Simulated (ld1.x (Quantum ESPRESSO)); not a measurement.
# How hard is this boron TM potential?

boron (B), norm-conserving Troullier–Martins (Kleinman–Bylander form), made with ld1.x (Quantum ESPRESSO) 7.5 (PBEsol, scalar-relativistic). Core [He], reference 2s2 2p1. Waves: 2p (bound): rc 2.65 bohr; 3d channel at 0.15 Ry: rc 2.85 bohr; 2s (bound): rc 1.05 bohr. Local part: the s channel. Core correction: Bessel-smoothed model core, default radius (core density twice the valence density).

The pseudo-atom Hamiltonian at the reference potential is diagonalised in spherical Bessel functions j_l(qr) that vanish at 20 bohr, with q² up to the cutoff. All-electron valence levels (Ry): 2p -0.2613, 2s -0.6880.

Problem. How do the lowest levels (Ry) of each channel move with the cutoff, and are there ghosts?

Solution.

```csv
cutoff (Ry),p #1,d #1,d #2,s #1,s #2,f #1,Σ f·Δε (mRy)
8,-0.2100,0.0670,0.1631,-0.6435,-0.0062,0.1132,140.4
12,-0.2494,0.0669,0.1631,-0.6647,-0.0073,0.1132,58.5
18,-0.2609,0.0669,0.1631,-0.6788,-0.0081,0.1132,19.0
25,-0.2612,0.0669,0.1631,-0.6810,-0.0082,0.1132,14.1
35,-0.2613,0.0669,0.1631,-0.6815,-0.0082,0.1132,13.1
45,-0.2613,0.0669,0.1631,-0.6836,-0.0083,0.1132,8.9
55,-0.2613,0.0669,0.1631,-0.6860,-0.0085,0.1132,4.1
70,-0.2613,0.0669,0.1631,-0.6873,-0.0085,0.1132,1.4
90,-0.2613,0.0669,0.1631,-0.6875,-0.0085,0.1132,1.1
110,-0.2613,0.0669,0.1631,-0.6876,-0.0086,0.1132,0.9
140,-0.2613,0.0669,0.1631,-0.6879,-0.0086,0.1132,0.2
400,-0.2613,0.0669,0.1631,-0.6880,-0.0086,0.1132,0.0
```

Result: no extra level below or beside the all-electron valence levels (p, d, s, f tested); 10 mRy is reached at 45 Ry and 1 mRy at 110 Ry.
